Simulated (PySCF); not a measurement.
Computed properties of O2P2, SMILES o1p2op12

O₂P₂, SMILES o1p2op12. Geometry optimised at B3LYP-D3(BJ)/def2-SVP. One conformer was computed; it need not be the lowest. All values are computed for the isolated molecule unless a solvent is named; none is compared with measurement here.

**Structure.** The optimised structure has D2h symmetry. All 6 harmonic modes at B3LYP-D3(BJ)/def2-SVP (PySCF) are real, so it is a minimum. With heavy atoms numbered as in [p:1]12[p:2]([o:3]1)[o:4]2, the shortest bond between them is P1–O3 at 1.682 Å and the longest P1–P2 at 2.522 Å.

**Vibrations.** The strongest infrared lines (harmonic, unscaled, degenerate partners summed) lie at 735 cm⁻¹ (83 km/mol, O 66 %, P 34 %), 445 cm⁻¹ (27 km/mol, O 66 %, P 34 %), 582 cm⁻¹ (19 km/mol, O 66 %, P 34 %). The softest mode is at 445 cm⁻¹ and the zero-point energy is 5.7 kcal/mol.

**Electronic structure.** ωB97X/def2-TZVPD (PySCF) places the frontier levels at -7.75 and -0.96 eV, a gap of 6.79 eV, and gives a dipole moment of 0.00 D and a mean polarisability of 65.1 bohr³. PBE/def2-TZVPD (PySCF) at the same geometry gives -5.01 and -3.36 eV, so its gap is 5.14 eV narrower. An orbital gap is neither the optical nor the fundamental gap.

**Excitations.** TDDFT-CAM-B3LYP/def2-SVPD (PySCF) has S1 at 2.28 eV (544 nm, f = 0.000, dark); the most intense of the 10 singlets computed lies at 2.97 eV (f = 0.18). T1 (TDA) is at 0.45 eV. TDDFT-PBE/def2-SVPD (PySCF) puts S1 at 2.19 eV.

**Solvation.** SMD-B3LYP/def2-SVP (PySCF) gives 0.1 kcal/mol in water, -0.4 kcal/mol in n-hexane, -1.5 kcal/mol in diethylether (1 M in both phases, gas-phase geometry); of these solvents diethylether holds the molecule best.
